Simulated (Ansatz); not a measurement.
`P[SiH2][AlH][Cl]` + H₂ → `[SiH3]P` + `[AlH2][Cl]` at 400 K and 1 bar (hydrogenolysis of the Si–Al bond).

Gas-phase electronic energies from Ansatz, PBE0-D4/def2-TZVP geometries. CCSD(T)/CBS is the MP2 limit (def2-TZVPP, def2-QZVPP) plus CCSD(T) − MP2 in def2-TZVPP, frozen cores. This one scheme is used for every species. Each species was taken in one conformer, which may not be the lowest.

| species | CCSD(T)/CBS energy (Eh) | H − E (kJ/mol) | S (J/(mol·K)) |
| --- | --- | --- | --- |
| `P[SiH2][AlH][Cl]` | -1334.87683 | 150.2 | 425.1 |
| H₂ | -1.17544 | 38.0 | 139.0 |
| `[SiH3]P` | -633.00997 | 132.7 | 302.6 |
| `[AlH2][Cl]` | -703.04476 | 55.2 | 269.1 |

H − E and S are ideal-gas, rigid-rotor, harmonic terms from PBE0-D4/def2-TZVP, for one conformer and one mirror image of each species. For small species the MP2-based limit differs from directly extrapolated CCSD(T) by up to some mEh (0.8 for H₂); such offsets cancel only in part. 1 Eh = 2625.50 kJ/mol, R = 8.31446 J/(mol·K).

Problem. By hand: ΔE, ΔH, ΔS and ΔG.

Solution. ΔE = (-633.00997) + (-703.04476) − (-1334.87683) − (-1.17544) = -0.00246 Eh = -6.5 kJ/mol. Δ(H − E) = 132.7 + 55.2 − 150.2 − 38.0 = -0.3, so ΔH = -6.8 kJ/mol. ΔS = 302.6 + 269.1 − 425.1 − 139.0 = 7.6 J/(mol·K). ΔG = -6.8 − 400 × (7.6)/1000 = -9.8 kJ/mol.

Problem. By hand: the equilibrium constant, and the temperature at which ΔG would vanish if ΔH and ΔS stayed fixed.

Solution. log₁₀ K = −ΔG/(RT ln 10) = 1.3. ΔH and −TΔS have one sign here, so there is no such temperature.

TΔS isn't small against ΔH here. A doubt of 5 kJ/mol in ΔE shifts log₁₀ K by 0.7 here. Other conformers and mirror images would add mixing entropy, several J/(mol·K) or more a flexible species. Modes under 60 cm⁻¹, often nearly free rotors, make the harmonic entropy too high. These are equilibria of isolated gas molecules and say nothing of rates. Largest T1 diagnostic: 0.013 (customary marks: 0.02 for closed shells, 0.045 for open ones).

ΔS is within the doubt of such terms, so its sign, and with it that verdict, could turn.
